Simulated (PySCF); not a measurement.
## GeH₃⁺ + 3 Cl₂ → GeCl₃⁺ + 3 HCl

Level: PBE0 in the def2-TZVP basis family, all electrons, no relativity, computed in PySCF with density fitting; open shells unrestricted.

```
species               state and structure       E (Eh)  ZPE (kJ/mol)  H(298 K) − H(0) (kJ/mol)  S° (J/(mol K))
  GeH₃⁺   singlet, D3h, Ge–H 1.522 Å (×3)  -2078.18542          55.3                      10.5           217.5
    Cl₂       singlet, D∞h, Cl–Cl 1.982 Å   -920.08940           3.5                       9.1           222.5
 GeCl₃⁺  singlet, D3h, Ge–Cl 2.045 Å (×3)  -3456.72521          11.8                      16.7           319.4
    HCl        singlet, C∞v, H–Cl 1.279 Å   -460.66440          17.9                       8.7           186.6
```

Task: What is the electronic reaction energy?

Result: At PBE0/def2-TZVP, ΔE = -695.2 kJ/mol from the differences of the total energies times 2625.5, downhill. 

Task: Add zero-point, thermal and entropy terms for 298.15 K and 1 bar.

Result: ΔZPE = -0.3 and Δ[H(298) − H(0)] = 5.0 kJ/mol give ΔH° = -690.5 kJ/mol. ΔS° = -5.8 J/(mol K), so ΔG° = -690.5 − 298.15 × (-0.0058) = -689 kJ/mol.

Each species is the lowest minimum found with this bonding; other isomers or fragments can lie lower.
